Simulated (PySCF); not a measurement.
**How methods differ on the excitation energy of Sb²⁺**

Sb²⁺ [Kr] 4d10 5s2 5p1 (2P) → Sb²⁺ [Kr] 4d10 5s1 5p1 5d1 (high-spin determinant), as a difference of total energies. All numbers are calculated (PySCF 2.14, scalar relativity through the core potential, in aug-cc-pwCVDZ-PP with ECP28MDF). Correlated levels: valence: 4s2 4p6 4d10 frozen; valence and next inner shell: nothing frozen outside the core potential. The calculations carry no spin-orbit coupling.

| method | excitation energy (eV) |
| --- | --- |
| UHF | 17.716 |
| LDA | 19.331 |
| PBE | 18.862 |
| PBE0 | 18.765 |
| r2SCAN | 18.723 |
| HSE06 | 18.790 |
| PBEsol | 18.886 |
| MP2 (valence) | 18.414 |
| MP2 (valence and next inner shell) | 19.413 |
| SCS-MP2 (valence and next inner shell) | 19.432 |

Task: Estimate what SCS-MP2 (valence) gives.

Result: 18.630 eV, closest to r2SCAN among the rows shown.

Task: Estimate what BLYP gives.

Result: 19.163 eV, closest to LDA among the rows shown.

The promoted electron is Rydberg-like, and one or two diffuse shells describe it only roughly, which tends to raise the upper state.

The determinant of the upper state mixes LS terms, which raises its energy above the lowest term, most at the Hartree-Fock and MP2 levels.
